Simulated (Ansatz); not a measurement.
`OCB(F)S` and `COB(F)S` differ in one atom or group.

Ansatz, PBE0-D4/def2-TZVP geometries, multiplicity 1. Each molecule was computed in one conformer, which needn't be the lowest.

```csv
property,`OCB(F)S`
HOMO energy (PBE0/def2-TZVPP) / eV,-7.92
LUMO energy (ωB97M-V/def2-TZVPP) / eV,1.62
size of the dipole moment (PBE/def2-TZVPP) / D,1.32
HOMO–LUMO gap (B3LYP/def2-TZVPP) / eV,6.99
HOMO–LUMO gap (PBE/def2-TZVPP) / eV,4.87
HOMO energy (ωB97M-V/def2-TZVPP) / eV,-10.24
```

Question: What does the change do to each property? (Best estimate.)

Answer: The calculation gave: 
| property | `COB(F)S` | shift |
| --- | --- | --- |
| HOMO energy (PBE0/def2-TZVPP) / eV | -7.68 | 0.24 |
| LUMO energy (ωB97M-V/def2-TZVPP) / eV | 2.09 | 0.47 |
| size of the dipole moment (PBE/def2-TZVPP) / D | 2.15 | 0.83 |
| HOMO–LUMO gap (B3LYP/def2-TZVPP) / eV | 7.69 | 0.70 |
| HOMO–LUMO gap (PBE/def2-TZVPP) / eV | 6.09 | 1.22 |
| HOMO energy (ωB97M-V/def2-TZVPP) / eV | -9.87 | 0.37 |

With PBE0 the HOMO rises by 0.24 eV and the LUMO rises by 1.05 eV, so the gap widens by about 0.81 eV. PBE moves the HOMO by -0.11 eV and ωB97M-V by 0.37 eV. Dipoles are sizes alone; their direction can turn.

B3LYP here is the variant with VWN-RPA as its local correlation; programs differ in this.
